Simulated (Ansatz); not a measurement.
Molecule (SMILES): [F][Ga] (F-Ga) (closed-shell singlet).
Atoms: Ga1, F2. Bonds: Ga1-F2.

Basis-set convergence of the highest harmonic wavenumber at CCSD(T) with Ansatz (a program for electronic structure). Each level at its own minimum, finite differences of forces, unscaled; the reference is a large set that could be run, not a limit. All functions are spherical. Cores are frozen (with 3d on Ga to Br). No added dispersion term, no relativity. Reference: the value in pcseg-3, 625 cm⁻¹, itself unsure by roughly 9 cm⁻¹ (its mean distance from cc-pVQZ, aug-pcseg-2, aug-cc-pVTZ). Deviations are taken from unrounded values.

```
basis        functions  highest harmonic wavenumber (cm⁻¹)
-----------  ---------  ----------------------------------
cc-pVDZ             41                                 656
aug-cc-pVDZ         59                                 603
pcseg-1             41                                 628
aug-pcseg-1         59                                 598
def2-SVP            46                                 667
def2-SVPD           61                                 599
cc-pVTZ             73                                 637
aug-cc-pVTZ        105                                 614
pcseg-2             73                                 629
aug-pcseg-2        105                                 618
def2-TZVPP          79                                 633
def2-TZVPPD         94                                 619
```

What the diffuse functions change, pair by pair:
- cc-pVDZ to aug-cc-pVDZ: 18 more functions, deviation 31 to -22 cm⁻¹
- pcseg-1 to aug-pcseg-1: 18 more functions, deviation 4 to -27 cm⁻¹
- def2-SVP to def2-SVPD: 15 more functions, deviation 42 to -26 cm⁻¹
- cc-pVTZ to aug-cc-pVTZ: 32 more functions, deviation 13 to -11 cm⁻¹
- pcseg-2 to aug-pcseg-2: 32 more functions, deviation 4 to -7 cm⁻¹
- def2-TZVPP to def2-TZVPPD: 15 more functions, deviation 9 to -5 cm⁻¹

They bring the value nearer the reference by more than 9 cm⁻¹ in 2 of 6 pairs.
